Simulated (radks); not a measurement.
The numbers below are computed, except where a source is named.
Q: Ionisation of Ag2+, [Kr] 4d9, to Ag3+, [Kr] 4d8, under several functionals. Dirac Kohn-Sham, spin-unpolarised, spherical densities, finite nucleus; open shells fill j = l - 1/2 first; a radial shooting solver on a logarithmic mesh with Libxc functionals. Known Delta-SCF values: LDA (Slater exchange, VWN5 correlation) 36.151 eV; BLYP 35.791 eV; Wu-Cohen GGA 35.911 eV. What does HCTH/407 give, and what is its highest occupied eigenvalue?

A: 36.450 eV by Delta-SCF; the 4d5/2 eigenvalue is -29.100 eV. NIST: 34.8 eV (semi-empirical).

Beside tabulated values, note that spin-unpolarised runs miss the spin-polarisation part of the exchange energy of open shells.
